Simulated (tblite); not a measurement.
Species: C₅H₈F₃P.
Cartesian coordinates in Å at the GFN2-xTB level; atoms count from 1:
```
atom  x, y, z in Å
C1     2.6225   -0.6525   -0.0299
C2     1.8600    0.1798    0.6551
C3     0.6531    0.8542    0.0941
P4    -0.8752    0.1861    0.9347
C5    -1.0181   -1.4350    0.0695
C6    -2.0938    1.1021   -0.1862
F7    -3.3448    0.6603    0.0072
F8    -2.0932    2.4176    0.0714
F9    -1.8470    0.9733   -1.5029
H10    3.4858   -1.1252    0.4048
H11    2.4210   -0.8846   -1.0632
H12    2.0794    0.4029    1.6908
H13    0.6889    1.9276    0.3059
H14    0.5835    0.6961   -0.9859
H15   -1.9820   -1.8822    0.3087
H16   -0.9189   -1.3247   -1.0102
H17   -0.2283   -2.0838    0.4446
```

Calculated harmonic vibrations of the isolated species, GFN2-xTB (tblite), most abundant isotopes, no scaling. This tight-binding method is rough: wavenumbers can miss measured ones by several per cent, in bad cases by 10 to 20. One conformer, not necessarily the lowest.

Harmonic wavenumbers (cm⁻¹): 44.9, 51.4, 71.3, 112.9, 150.4, 180.8, 228.2, 243.2, 276.9, 309.8, 417.3, 421.9, 472.0, 475.4, 591.6, 665.2, 729.8, 767.4, 810.9, 883.9, 896.6, 909.4, 954.0, 1017.0, 1035.9, 1050.9, 1063.8, 1087.7, 1164.8, 1197.8, 1286.5, 1320.2, 1400.7, 1419.4, 1429.0, 1438.2, 1709.5, 2937.7, 2944.3, 2991.4, 3011.9, 3017.1, 3061.3, 3100.4, 3133.1.

A = 2543, B = 821.5, C = 759.2 MHz; mass 156.032 u (most abundant isotopes); point group C1, symmetry number 1.

Task: Zero-point energy?

Result: Half the sum of the wavenumbers: 26242 cm⁻¹ = 75.03 kcal/mol.

Task: What is S at 350 K and 1 bar for an ideal gas of classical rigid rotors and harmonic oscillators?

Result: Translation 41.87, rotation 30.17, vibration 40.24: S = 112.3 cal/(mol K).

Task: And Cp and H(350 K) − H(0)?

Result: Cp = 45.48 cal/(mol K), of which vibrations give 37.53 (their classical limit is 45 R = 89.4); H(350 K) − H(0) = 9.85 kcal/mol without the zero-point energy, 7.07 from vibrations.

Task: What must be added to the electronic energy to get the Gibbs energy at 350 K and 1 bar?

Result: ZPE + [H(350 K) − H(0)] − T·S = 75.03 + 9.85 − 39.30 = 45.58 kcal/mol.

Task: Blend soft modes into free rotors: weight 1/[1 + (100 cm⁻¹/ν̃)⁴] for the oscillator and the rest for a rotor with moment μB/(μ + B), μ = h/(8π²ν), B = 10⁻⁴⁴ kg m². What vibrational entropy results?

Result: 36.28 cal/(mol K) in place of 40.24, which changes −T·S at 350 K by +1.38 kcal/mol.

Task: How do the functions run with temperature in this model?

Result: 
| T (K) | S (cal/(mol K)) | Cp (cal/(mol K)) | H − H(0) (kcal/mol) | G − H(0) (kcal/mol) | ln q(vib) |
| --- | --- | --- | --- | --- | --- |
| 50 | 61.0 | 14.7 | 0.54 | -2.51 | 0.78 |
| 100 | 73.3 | 21.1 | 1.44 | -5.88 | 2.36 |
| 298.15 | 105.4 | 40.8 | 7.62 | -23.80 | 8.56 |
| 373.15 | 115.3 | 47.5 | 10.93 | -32.08 | 10.75 |
| 500 | 130.5 | 56.7 | 17.56 | -47.68 | 14.31 |
| 750 | 156.0 | 68.9 | 33.40 | -83.61 | 20.80 |
| 1000 | 177.0 | 76.6 | 51.66 | -125.31 | 26.61 |

q(vib) and H(0) count from the zero-point level.

Hindered rotation and anharmonicity are outside this model. Other conformers, if any are populated, would add a mixing term that is left out. The structure is chiral; the term R ln 2 for an equal mix with its mirror image is left out.
